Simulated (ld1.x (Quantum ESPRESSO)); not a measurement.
# Sb (Z = 51), ultrasoft: configuration errors across variants

| Item | Value |
| --- | --- |
| Element | antimony |
| Generator | ld1.x (Quantum ESPRESSO) 7.5 |
| Type | ultrasoft |
| Functional | PBE |
| Relativity | non-relativistic |
| Frozen core | [Kr] |
| Valence charge | 15 |
| Reference configuration | 4d10 5s2 5p3 |
| Partial waves | 5s (bound): rcut 1.55, rcutus 1.95 bohr; 5s channel at 1.05 Ry: rcut 1.55, rcutus 1.95 bohr; 5p (bound): rcut 2.20, rcutus 2.70 bohr; 5p channel at 1.4 Ry: rcut 2.20, rcutus 2.70 bohr; 4d (bound): rcut 1.30, rcutus 1.35 bohr; 4d channel at -2.25 Ry: rcut 1.30, rcutus 1.35 bohr |
| Local potential | all-electron potential smoothed inside 1.00 bohr (lloc = -1) |
| Core correction | Bessel-smoothed model core inside 0.65 bohr |
| Augmentation charge | PSQ, radius 1.15 bohr |

All-electron excitation energies from the reference (eV): (1) 4d10 5s2 5p2 8.370; (2) 4d10 5s2 5p1 24.332; (3) 4d10 5s2 5p0 48.654; (4) 4d10 5s1 5p4 7.079; (5) 4d9 5s2 5p4 32.899; (6) 4d10 5s0 5p5 14.310; (7) 4d10 5s2 5p2.5 3.294.

The overlap operator is not positive definite (basis up to 400 Ry) in “all radii but the core radius scaled by about 1.16 (s 2.26, p 3.12, d 1.56 bohr, rcut 1.78/2.54/1.50); local potential all-electron potential smoothed inside 1.16 bohr (lloc = -1); augmentation PSQ, radius 1.32 bohr”, “all radii but the core radius scaled by about 1.28 (s 2.50, p 3.46, d 1.72 bohr, rcut 1.98/2.82/1.66); local potential all-electron potential smoothed inside 1.28 bohr (lloc = -1); augmentation PSQ, radius 1.48 bohr”. Such files are unfit for use, however small their errors in these radial tests.

Tests that are not counted but printed errors over 1 eV. “all radii but the core radius scaled by about 1.28 (s 2.50, p 3.46, d 1.72 bohr, rcut 1.98/2.82/1.66); local potential all-electron potential smoothed inside 1.28 bohr (lloc = -1); augmentation PSQ, radius 1.48 bohr”: 4d9 5s2 5p4 (solver errors, printed error -1722 eV).

3 further variants failed, have other tests or too few solved ones, and are left out.

A true bound ghost makes a file unfit for plane-wave use even where its test errors are small: the radial tests pick states by their node count and pass the ghost by. Where a test does run into it, the solver fails or the error is huge.

Errors AE − PS in meV (a dash: test not solved or not reliable):

```csv
change,(1),(2),(3),(4),(5),(6),(7),bound ghosts
base,-0.1,-1.2,-7.6,-1.6,-196,-6.3,0.0,"s, p"
"all radii but the core radius scaled by about 0.95 (s 1.86, p 2.56, d 1.28 bohr, rcut 1.48/2.10/1.24); local potential all-electron potential smoothed inside 0.96 bohr (lloc = -1); augmentation PSQ, radius 1.10 bohr",0.0,-0.8,-5.5,-1.2,-98,-4.7,0.0,"s, p"
"all radii but the core radius scaled by about 1.16 (s 2.26, p 3.12, d 1.56 bohr, rcut 1.78/2.54/1.50); local potential all-electron potential smoothed inside 1.16 bohr (lloc = -1); augmentation PSQ, radius 1.32 bohr",-0.3,-0.7,-6.6,+0.2,+145,+3.2,-0.1,"s (p not tested, overlap not positive)"
"all radii but the core radius scaled by about 1.28 (s 2.50, p 3.46, d 1.72 bohr, rcut 1.98/2.82/1.66); local potential all-electron potential smoothed inside 1.28 bohr (lloc = -1); augmentation PSQ, radius 1.48 bohr",-4.4,-13,-7.5,-2.5,–,-12,-1.1,"s (p not tested, overlap not positive)"
```

Task: Give the same row for: all radii but the core radius scaled by about 1.39 (s 2.70, p 3.74, d 1.88 bohr, rcut 2.16/3.06/1.80); local potential all-electron potential smoothed inside 1.38 bohr (lloc = -1); augmentation PSQ, radius 1.60 bohr.

Result: +4.2, +6.6, -12, -1.0, -58, -3.8, +1.2; bound ghosts: s.
